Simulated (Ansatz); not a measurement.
B$_{2}$GeH$_{7}$N, SMILES `[BH2][GeH2][BH]N`. The species carries charge 0 and has multiplicity 1. Correlated methods include outer-core shells of Ge, which these sets cover unevenly. Scalar relativity is left out up to krypton.

Cartesian coordinates in Å:
```
B 1.5423 -1.1925 -1.1078
Ge 0.8847 0.5403 -0.2431
B -0.7144 0.0788 0.9979
N -1.9930 0.4922 0.6680
H 1.1258 -1.5508 -2.1700
H 2.3013 -1.9139 -0.5308
H 0.4270 1.5743 -1.3002
H 1.9961 1.2034 0.5976
H -0.5628 -0.5556 2.0021
H -2.7982 0.2897 1.2388
H -2.2088 1.0342 -0.1524
```

Task: Give the diagnostics of a CCSD(T)/def2-TZVPP run (frozen core, the Gaussian-basis code of Ansatz). (Best estimate.)

Result: Ansatz gave: T1 = 0.0135, largest single amplitude 0.028, largest double 0.027, (T) share of the correlation energy 3.6 %, 10 CCSD cycles. The RHF solution is stable towards an unrestricted one. T1 lies under the customary mark of 0.02 for closed shells.
